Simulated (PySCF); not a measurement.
Al(F)(OH)(SMe) (CH4AlFOS), SMILES C[S][Al]([OH])[F]. Atoms are numbered in the order given.

```xyz
9

Al     0.0128     0.8061     0.0000
F     -0.9465     2.1794     0.0000
O      1.7218     0.9039     0.0000
H      2.2088     1.7422     0.0000
S     -0.8942    -1.1639     0.0000
C      0.6428    -2.1985     0.0000
H      1.5571    -1.5771     0.0000
H      0.6315    -2.8381     0.9024
H      0.6315    -2.8381    -0.9024
```

Coordinates come from a PBE-D3(BJ)/def2-SVP optimisation. Other conformers were not sampled.

Calculation: PySCF with CAM-B3LYP/def2-TZVP.

ESP charges are fitted to the potential on shells at 1.4 to 2.0 van der Waals radii. Atomic charges (e):

```csv
atom,Mulliken,ESP fit,Löwdin
Al1,0.67,0.97,-0.29
F2,(withheld),-0.42,-0.04
O3,-0.55,-0.76,-0.14
H4,(withheld),0.41,0.19
S5,-0.20,-0.34,0.41
C6,-0.34,-0.20,-0.48
H7,(withheld),0.08,0.12
H8,(withheld),0.13,0.11
H9,(withheld),0.13,0.11
```

Question: What belongs in the gaps? (An estimate is asked for; the answer gives what the named calculation found.)

Answer: 
- F2, Mulliken: -0.35
- H4, Mulliken: 0.32
- H7, Mulliken: 0.17
- H8, Mulliken: 0.14
- H9, Mulliken: 0.14
